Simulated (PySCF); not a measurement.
# How methods differ on the interval between two levels of Tl

Tl [Xe] 4f14 5d10 6s2 6p1 [2P3/2, M_J = 3/2] → Tl [Xe] 4f14 5d10 6s1 6p2 [4P5/2, M_J = 5/2], as a difference of total energies. All numbers are calculated (PySCF 2.14, the two-component X2C-1e Hamiltonian, in x2c-TZVPall-2c (11s11p9d3f, 110 functions)). Correlated levels: [Kr] 4d10 4f14 frozen; the 26 highest virtual spinors dropped. "Screened" scales the spin-orbit matrix elements by Boettger's factors to mimic the two-electron term; Breit and QED terms are absent.

| method | interval between two levels (cm⁻¹) |
| --- | --- |
| GHF (screened spin-orbit) | 34528 |
| GMP2 (screened spin-orbit) | 47732 |

The labels give the starting determinants; with spin-orbit coupling the two ends relaxed to ⟨J²⟩ = 3.76, ⟨L²⟩ = 2.20, ⟨S²⟩ = 0.95 and ⟨J²⟩ = 8.77, ⟨L²⟩ = 2.43, ⟨S²⟩ = 3.79.
